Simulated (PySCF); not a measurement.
TeMe2, C2H6Te.
Bonds: Te1–C2, Te1–C6. Hydrogens: H3, H4, H5 on C2; H7, H8, H9 on C6.

Computed with PySCF, PBE0-D3(BJ)/def2-SVP geometry optimisation, gas phase, def2 core potentials past Kr.

Task: What internal coordinates does the optimisation give?

Result: 
| bond | length (Å) |
| --- | --- |
| Te1–C2, Te1–C6 | 2.152 |
| C2–H3 and 5 like bonds | 1.098 |

Bonds in one row agree within 0.01 Å and their mean is given. A selection of angles:
| angle | degrees |
| --- | --- |
| C2–Te1–C6 | 93.7 |
| Te1–C2–H3 | 109.9 |
| Te1–C2–H5 | 107.7 |
| H3–C2–H4 | 110.6 |
| H3–C2–H5 | 109.4 |

Te1 (tellurium bonded to 2 C) is bent (angle 93.7°).

No PBE0-D3(BJ)/def2-SVP frequencies stand behind this structure, so it isn't proved a minimum.

On an AMD EPYC 7R43 with one thread, no GPU, shared host, this took 27 s and 0.33 GiB of memory at its peak. That covers the optimisation of the geometry.
